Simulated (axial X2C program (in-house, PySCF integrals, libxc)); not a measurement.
CoB⁺: from the spin-free to the two-component result

Calculated with an in-house relativistic program for diatomic molecules. Spin-free means the one-electron spin-free X2C Hamiltonian; two-component (2c) means X2C with spin–orbit coupling and atomic mean-field two-electron Coulomb and Gaunt terms, so the difference of the two also holds small scalar two-electron terms. Basis: Co dyall-cv3z [9s10p6d3f2g], B dyall-v3z [7s6p2d1f] (cores contracted in-house); Gaussian nuclei, density fitting, unrestricted open shells. Masses: Co 58.933 u, B 11.009 u.

Spin-free state: M_S = 1/2, Λ = 2 (beyond evenly filled blocks: δ+α, δ+β, δ-α); fragments Co+ + B.

| level | Re (Å) | ωe (cm⁻¹) | De (eV) | μ (D) |
| --- | --- | --- | --- | --- |
| PBE0 | 1.767 | 437.1 | 3.053 | -0.59 |
| TPSSh | 1.698 | 584.9 | 3.344 | -0.61 |

Dipoles are positive if B is the positive end and refer to the centre of mass.

Q: Within this multiplet, which Ω should lie lowest by the rule for regular and inverted multiplets?

A: The open δ shell holds three electrons, one hole, so the multiplet is inverted: Ω = Λ + 1/2 = 5/2. The PBE0 2c search agrees.

Two-component determinant lowest at the distance of the search:

Ω = 5/2 (⟨Sz⟩ = 0.50, ⟨Lz⟩ = 2.00 at PBE0); fragments Co+ + B.

```json
{"level": "PBE0", "Re (Å)": "1.766", "ωe (cm⁻¹)": "435.3", "μ (D)": "-0.59"}
{"level": "TPSSh", "Re (Å)": "1.697", "ωe (cm⁻¹)": "585.5", "μ (D)": "-0.61"}
```

Q: From the two tables, how do the constants change at the PBE0 level (2c against spin-free)?

A: At the PBE0 level Re goes down by 0.001 Å and ωe goes down by 1.8 cm⁻¹.

The state is a single determinant with fixed occupations, the lowest that a limited PBE0 search found. Dissociation energies refer to the lowest single-determinant-based atoms at the same level and basis. De is not given where an atomic determinant may have missed its ground term or J level, or where the truncated virtual space spoils (T). Density functionals use the spin component along the axis (collinear). Other states lie close and PBE0, whose exact exchange favours high spin, may order them wrongly; the determinant shown need not be the ground state. The nearest other spin-free determinant of the search, M_S = 3/2, Λ = 2, lies 0.37 eV up at the distance of the search. The functionals have no current-density term, which raises determinants with orbital currents, atoms included. The determinant is spin-polarised beyond a pure state at some levels (its spin-free form has ⟨S²⟩ too high), which makes Re and μ there less reliable.
